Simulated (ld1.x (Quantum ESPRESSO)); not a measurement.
# arsenic (As), PAW: configuration errors across variants

ld1.x (Quantum ESPRESSO) 7.5 input, shortened:

```
&input
   title='As', zed=33., rel=0, dft='PZ', iswitch=3,
   config='[Ar] 3d10 4s2 4p2.5'
 /
 &inputp
   pseudotype=3, lpaw=.true., tm=.true., lloc=-1, rcloc=0.70,
   nlcc=.true., new_core_ps=.true.,
   which_augfun='PSQ', rmatch_augfun_nc=.true.
 /
6
4S  1  0   2.00   0.00  1.20  1.50  0.0
4S  1  0   0.00   3.55  1.20  1.50  0.0
4P  2  1   2.50   0.00  1.80  2.25  0.0
4P  2  1   0.00   0.20  1.80  2.25  0.0
3D  3  2  10.00   0.00  0.70  0.85  0.0
3D  3  2   0.00  -1.40  0.70  0.85  0.0
 &test
   configts(1)='3d10 4s2 4p2.5'
 /
```

All-electron excitation energies from the reference (eV): (1) 3d10 4s2 4p3 -3.652; (2) 3d10 4s2 4p2 5.700; (3) 3d10 4s2 4p1 23.865; (4) 3d10 4s2 4p0 51.872.

The default core radius of the base comes out at 0.28 bohr.

The overlap operator is not positive definite (basis up to 400 Ry) in “waves 4s (bound): rcut 1.20, rcutus 1.96 bohr; 4s channel at 3.55 Ry: rcut 1.20, rcutus 1.96 bohr”. Such files are unfit for use, however small their errors in these radial tests.

Tests that are not counted but printed errors over 1 eV. “core correction Bessel-smoothed model core inside 1.02 bohr”: 3d9 4s2 4p4 (solver errors, printed error -2325 eV); 3d9 4s2 4p3 (solver errors, printed error -47.0 eV). “waves 3d (bound): rcut 0.70, rcutus 0.90 bohr; 3d channel at -1.4 Ry: rcut 0.70, rcutus 0.90 bohr”: 3d9 4s2 4p4 (solver errors, printed error -2573 eV); 3d9 4s2 4p3 (solver errors, printed error -47.0 eV). “wave 4s channel at 3.55 Ry: rcut 1.20, rcutus 1.50 bohr becomes 4s channel at 6.41 Ry: rcut 1.20, rcutus 1.50 bohr”: 3d9 4s2 4p4 (solver errors, printed error -2353 eV); 3d9 4s2 4p3 (solver errors, printed error -2908 eV). “waves 4s (bound): rcut 1.20, rcutus 1.96 bohr; 4s channel at 3.55 Ry: rcut 1.20, rcutus 1.96 bohr”: 3d9 4s2 4p4 (solver errors, printed error -2576 eV). “all radii but the core radius scaled by about 1.04 (s 1.56, p 2.34, d 0.88 bohr, rcut 1.24/1.88/0.72); local potential all-electron potential smoothed inside 0.72 bohr (lloc = -1)”: 3d9 4s2 4p4 (solver errors, printed error -2570 eV); 3d9 4s2 4p3 (solver errors, printed error -47.0 eV).

4 further variants failed, have other tests or another functional or relativity, and are left out.

A true bound ghost makes a file unfit for plane-wave use even where its test errors are small: the radial tests pick states by their node count and pass the ghost by. Where a test does run into it, the solver fails or the error is huge.

Errors AE − PS in meV (a dash: test not solved or not reliable):

| change | (1) | (2) | (3) | (4) | bound ghosts |
| --- | --- | --- | --- | --- | --- |
| base | 0.0 | 0.0 | +0.3 | +1.0 | s, p |
| local potential all-electron potential smoothed inside 1.06 bohr (lloc = -1) | -0.1 | +0.1 | +0.1 | -0.8 | s |
| core correction Bessel-smoothed model core inside 1.02 bohr | -0.1 | 0.0 | +0.3 | +1.0 | s, p |
| waves 3d (bound): rcut 0.70, rcutus 0.90 bohr; 3d channel at -1.4 Ry: rcut 0.70, rcutus 0.90 bohr | -0.1 | 0.0 | -0.3 | -1.5 | s, p |
| wave 4s channel at 3.55 Ry: rcut 1.20, rcutus 1.50 bohr becomes 4s channel at 6.41 Ry: rcut 1.20, rcutus 1.50 bohr | 0.0 | +0.1 | +0.4 | +1.7 | s, p |
| waves 4s (bound): rcut 1.20, rcutus 1.96 bohr; 4s channel at 3.55 Ry: rcut 1.20, rcutus 1.96 bohr | 0.0 | 0.0 | -0.2 | -1.1 | p (s not tested, overlap not positive) |
| all radii but the core radius scaled by about 1.04 (s 1.56, p 2.34, d 0.88 bohr, rcut 1.24/1.88/0.72); local potential all-electron potential smoothed inside 0.72 bohr (lloc = -1) | 0.0 | 0.0 | +0.3 | +0.7 | s, p |

Problem. Give the same row for: local potential all-electron potential smoothed inside 1.25 bohr (lloc = -1).

Solution. 0.0, +0.1, 0.0, -1.1; bound ghosts: none.
